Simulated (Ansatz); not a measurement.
Z-matrix (Å, degrees):
```
C
C 1 1.3354
H 2 1.0815 1 134.18
H 1 1.0822 2 131.39 3 0.04
C 1 1.4970 4 129.32 2 -179.93
H 5 1.0912 1 116.06 4 -66.11
H 5 1.0912 6 110.40 1 -134.77
S 2 1.7620 3 127.75 1 -179.94
```
Charge 0, spin multiplicity 1.

Level of theory: Ansatz (a program for electronic structure) with frozen-core CCSD(T)/cc-pVTZ // PBE0-D3(BJ)/def2-TZVP.

The HF energy is -513.46069 Ha and the MP2 correlation energy comes out as -0.65949 Ha.

Estimate the CCSD correlation energy, the (T) correction, the total energy and the T1 diagnostic.


```
Item                            Result
-----------------------  -------------
CCSD correlation energy    -0.69100 Ha
(T) correction             -0.03514 Ha
CCSD(T) total energy     -514.18684 Ha
T1 diagnostic                    0.012
```
